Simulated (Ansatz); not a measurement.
Ansatz (a program for electronic structure) input file for C2H8InN, SMILES C[CH2][InH][NH2], PBE0/def2-SVPD. Geometry: PBE0-D3(BJ)/def2-SVP. The structure was generated by enumeration; whether it is a known compound was not checked. The def2 effective core potentials stand for the cores of In; spin–orbit coupling is left out. One conformer was computed; it need not be the lowest.

Ansatz 0.2 input:
```yaml
crystal:
  periodic: [false, false, false]
  atoms:
    - {symbol: In, position_ang: [-0.31187670, -0.50840837, -0.00000000]}
    - {symbol: H, position_ang: [-1.41304738, -1.83732727, 0.00000001]}
    - {symbol: C, position_ang: [-0.62667029, 1.63910745, 0.00000000]}
    - {symbol: C, position_ang: [0.66393732, 2.44812821, -0.00000000]}
    - {symbol: H, position_ang: [-1.24774358, 1.87914171, -0.87895425]}
    - {symbol: H, position_ang: [-1.24774358, 1.87914171, 0.87895425]}
    - {symbol: H, position_ang: [1.28471378, 2.23331682, 0.88458734]}
    - {symbol: H, position_ang: [1.28471378, 2.23331682, -0.88458735]}
    - {symbol: H, position_ang: [0.46904582, 3.53459303, 0.00000000]}
    - {symbol: N, position_ang: [1.64592730, -1.02754240, 0.00000000]}
    - {symbol: H, position_ang: [1.99626279, -1.97820863, 0.00000001]}
    - {symbol: H, position_ang: [2.41066325, -0.36258127, -0.00000000]}
basis:
  gaussian:
    orbitals: def2-SVPD
hamiltonian:
  xc: {name: PBE0}
```

Program output:

```
WARN ansatz: RAYON_NUM_THREADS=1 ignored (pool sized by the plan → 1); use --threads N
Functional definition: PBE0
integrals: 0.09 GiB planned
1440 factors; their error is unknown
mean field: 0.75 GiB planned
mean field evaluation 1: about -8848.6352 eV, gradient 7.3e1 eV
mean field evaluation 2: about -8814.7822 eV, gradient 1.2e2 eV
mean field evaluation 4: about -8860.7682 eV, gradient 1.0e1 eV
mean field evaluation 8: about -8861.0309 eV, gradient 1.7e-1 eV
mean field evaluation 16: about -8861.0785 eV, gradient 9.5e-5 eV
mean field -8861.07850060 eV, -325.6386286423 hartree, gradient 2.2e-5 eV, S^2 0.000000; 0 other end points of the search recorded, 0 dependent functions left out
reference -8861.07854479 eV, -325.6386302664 hartree; 24, 24 occupied and 132, 132 virtual orbitals, 1440 factors
Total energy: -8861.07854479 eV, -325.6386302664 hartree
```

Self-consistency was reached.

Cost: very roughly 5 core-seconds.
